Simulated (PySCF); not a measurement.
# Removal energies of Sr²⁺ from EOM-IP-GCCSD

Reference: closed-shell Sr²⁺, [Kr]; one electron is removed. Calculated with PySCF 2.14, two-component X2C-1e with screened spin-orbit coupling, x2c-TZVPPall-2c with one added diffuse shell each of s, p, d, f type (9s10p8d3f1g, 109 functions); frozen [Ne]; the 4 highest virtual spinors dropped; of the others 108 kept and the rest restored at second order. No Breit or QED terms. Binding energies in eV.

```tsv
level	Koopmans	second order	EOM-CCSD
3d3/2	166.75	155.69	158.98
3d5/2	164.82	153.88	157.13
4s1/2	66.252	61.204	61.460
4p1/2	43.954	43.632	43.790
4p3/2	42.654	42.413	42.567
```

One-hole weights below 0.9, a sign of mixing with satellites: 4s1/2 (0.79).

For comparison, the ionisation energy of Sr²⁺ is 42.884 eV (measured; NIST Atomic Spectra Database, ionization energies).

Gaps of this size point to the basis (9s10p8d3f1g), which has few functions of high l to correlate and polarise the inner shells.

Where second order misses EOM-CCSD by more than 1 eV, it overshoots the relaxation and correlation of that hole or particle, which higher orders damp.
